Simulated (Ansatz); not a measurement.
Reaction (atomization): `C#[C][Ge]([F])([F])[C]#C` → 4 C• + 2 F• + Ge• + 2 H•

Calculated with Ansatz (gas phase, PBE0-D4/def2-TZVP geometries, no zero-point term in ΔE). CBS: MP2 limit from def2 TZ/QZ plus the TZ coupled-cluster correction, frozen cores. This one scheme is used for every species, atoms too. For atomizations the MP2-based limit and the directly extrapolated one differ by several kJ/mol either way, and by 10 to 25 for some Ge, Se and Sn compounds, so smaller differences from it don't rank the levels. Functionals use def2-TZVPP. B3LYP here is the variant with VWN-RPA as its local correlation; programs differ in this. Open shells (•) are unrestricted, without spin–orbit coupling. Spin–orbit coupling would lower the free atoms: a little for C, F; clearly for Ge. Bonds to Ge are less sure, by a few kJ/mol each and by 10 to 20 or more in all where they break to atoms, as the def2 sets lack core-valence functions. Scalar relativity is left out up to krypton.

```csv
level,ΔE (kJ/mol)
B97M-V,4049.5
B3LYP-D4,4011.3
ωB97X-V,4034.0
PBE0,4032.1
LC-ωPBE,4036.6
HF/def2-TZVPP,2854.4
MP2/def2-TZVPP,4136.6
SCS-MP2/def2-TZVPP,4047.9
```

Task: What does CCSD(T)/CBS give? (An estimate is asked.)

Result: Computed: +4051.1 kJ/mol. The listed levels differ from it by -1.6, -39.8, -17.1, -19.0, -14.5, -1196.7, 85.5, -3.2 kJ/mol.

Largest T1 diagnostic among the species: 0.013.

From PBE to PBE0 (25 % exact exchange), in def2-TZVPP and without D4, ΔE moves by −131.2 kJ/mol: exact exchange takes away binding that semilocal exchange gives to molecules. Leaving LDA and LC-ωPBE aside and taking each functional with its dispersion term where it has one, the values, not all of them listed here, spread over 349.7 kJ/mol, from BHLYP-D4 to PBE-D4. LDA lies +550.3 kJ/mol from PBE without D4, its usual overbinding. The D4 term adds +34.2 kJ/mol with B3LYP and +18.1 kJ/mol with PBE0; it sums over pairs of atoms, weighted by their polarisabilities, and B3LYP, whose exchange is more repulsive, gets the larger term.
